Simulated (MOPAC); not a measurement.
A run for MOPAC: PM6 on TaB, 2S+1 = 3, a spin state set in the input, which need not be the lowest, a point of a bond scan (R = 1.985 Å).

```
PM6 1SCF PRECISE CHARGE=0 UHF MS=1 THREADS=1
BTa

Ta     0.00000000 1     0.00000000 1     0.00000000 1
B      0.00000000 1     0.00000000 1     1.98476700 1
```

Program output:

```
*******************************************************************************
 **                                                                           **
 **                              MOPAC v23.2.5                                **
 **                                                                           **
 *******************************************************************************
 ** MOPAC's Digital Object Identifier: https://doi.org/10.5281/zenodo.6511958 **
 **                                                                           **
 ** Please cite the open-source release paper for use of this MOPAC version:  **
 ** J. E. Moussa and J. J. P. Stewart (2026)                                  **
 ** MOPAC: An open-source semiempirical molecular orbital program             **
 ** J. Open Source Softw., 11(119), 8025, https://doi.org/10.21105/joss.08025 **
 *******************************************************************************

                              PM6 CALCULATION RESULTS

 *******************************************************************************
 *  PM6        - The PM6 Hamiltonian to be used
 *  UHF        - UNRESTRICTED HARTREE-FOCK CALCULATION
 *
 *
 *
 *                 CHARGE ON SYSTEM = 0
 *
 *
 *
 *  MS=        - IN MECI, MAGNETIC COMPONENT OF SPIN =  1.0
 *  PRECISE    - TIGHTER CRITERIA TO BE USED
 *  1SCF       - DO 1 SCF AND THEN STOP
 *  THREADS=1  - MULTI-THREADING NOT USED
 *  T=         - A TIME OF 172800.0 SECONDS REQUESTED
 *  DUMP=N     - RESTART FILE WRITTEN EVERY 7200.0 SECONDS REQUESTED
 *******************************************************************************
PM6 1SCF PRECISE CHARGE=0 UHF MS=1 THREADS=1
 BTa

   ATOM   CHEMICAL          X               Y               Z
  NUMBER   SYMBOL      (ANGSTROMS)     (ANGSTROMS)     (ANGSTROMS)

     1      Ta          0.00000000  *   0.00000000  *   0.00000000  *
     2       B          0.00000000  *   0.00000000  *   1.98476700  *



          CARTESIAN COORDINATES

    NO.       ATOM           X           Y           Z

     1        Ta          0.0000      0.0000      0.0000
     2         B          0.0000      0.0000      1.9848

 General Reference for PM6:
 "Optimization of Parameters for Semiempirical Methods V: Modification of NDDO Approximations
 and Application to 70 Elements", J. J. P. Stewart, J. Mol. Mod., 13, 1173-1213 (2007)
 URL: https://link.springer.com/article/10.1007/s00894-007-0233-4

           Empirical Formula: Ta B  =     2 atoms



      MOLECULAR POINT GROUP   :   C*v


          UHF CALCULATION, NO. OF ALPHA ELECTRONS =    5
                           NO. OF BETA  ELECTRONS =    3

 -------------------------------------------------------------------------------
 PM6 1SCF PRECISE CHARGE=0 UHF MS=1 THREADS=1
 BTa



     1SCF WAS SPECIFIED, SO BFGS WAS NOT USED
     SCF FIELD WAS ACHIEVED


                              PM6 CALCULATION
                                                       MOPAC v23.2.5 Linux




          FINAL HEAT OF FORMATION =        350.92462 KCAL/MOL =    1468.26861 KJ/MOL


          COSMO AREA              =         98.32 SQUARE ANGSTROMS
          COSMO VOLUME            =         87.52 CUBIC ANGSTROMS

          IONIZATION POTENTIAL    =          6.022053 EV
          ALPHA SOMO LUMO (EV)    =         -7.220  1.607
          BETA  SOMO LUMO (EV)    =         -6.022  0.549
          NO. OF ALPHA ELECTRONS  =          5
          NO. OF BETA  ELECTRONS  =          3
          MOLECULAR WEIGHT        =        191.7579         POINT GROUP:  C*v

          MOLECULAR DIMENSIONS (Angstroms)

            Atom       Atom       Distance
            B     2   Ta     1     1.98477
            B     2   Ta     1     0.00000
           Ta     1    B     2     0.00000


          SCF CALCULATIONS        =          1





   ATOM   CHEMICAL          X               Y               Z
  NUMBER   SYMBOL      (ANGSTROMS)     (ANGSTROMS)     (ANGSTROMS)

     1      Ta          0.00000000  *   0.00000000  *   0.00000000  *
     2       B          0.00000000  *   0.00000000  *   1.98476700  *

                             CARTESIAN COORDINATES

   1   Ta        0.000000000     0.000000000     0.000000000
   2    B        0.000000000     0.000000000     1.984767000


           Empirical Formula: Ta B  =     2 atoms



      MOLECULAR POINT GROUP   :   C*v


          ALPHA EIGENVALUES
 -11.33899  -8.04834  -7.74038  -7.29822  -7.21985   1.60734   2.67519   3.69250
   4.32284   6.17880  46.60446  47.33214  47.63950


           BETA EIGENVALUES
 -11.26352  -7.13819  -6.02205   0.54915   2.26929   3.70670   4.35983   4.84840
   6.03421   6.52091  49.73617  49.98659  50.51171


              NET ATOMIC CHARGES AND DIPOLE CONTRIBUTIONS

  ATOM NO.   TYPE          CHARGE      No. of ELECS.   s-Pop       p-Pop       d-Pop
    1         Ta           0.070179        4.9298     1.66048     0.00062     3.26873
    2          B          -0.070179        3.0702     1.69708     1.37310
 DIPOLE           X         Y         Z       TOTAL
 POINT-CHG.     0.000     0.000    -0.669     0.669
 HYBRID         0.000     0.000    -0.666     0.666
 SUM            0.000     0.000    -1.335     1.335


          ATOMIC ORBITAL ELECTRON POPULATIONS

     Atom    s        px        py        pz      x^2-y^2     xz        z^2       yz        xy
    1 Ta   1.66048   0.00004   0.00002   0.00056   0.99137   1.25236   0.31302   0.71198   0.00000
    2  B   1.69708   0.74759   0.28800   0.33750


                    (SZ)    =    1.000000
                    (S**2)  =    2.089205


          ATOMIC ORBITAL SPIN POPULATIONS

    Atom   Total    s     px     py     pz   x^2-y^2  xz     z^2    yz     xy
         Atomic
    1 Ta  2.0645  0.097 -0.000  0.000  0.000  0.990  0.208  0.057  0.712  0.000
    2  B -0.0645 -0.054 -0.208  0.288 -0.091

 **********************
 *                    *
 * JOB ENDED NORMALLY *
 *                    *
 **********************




 == MOPAC DONE ==
```

The run finished.

Cost: roughly 0.020 core-seconds.
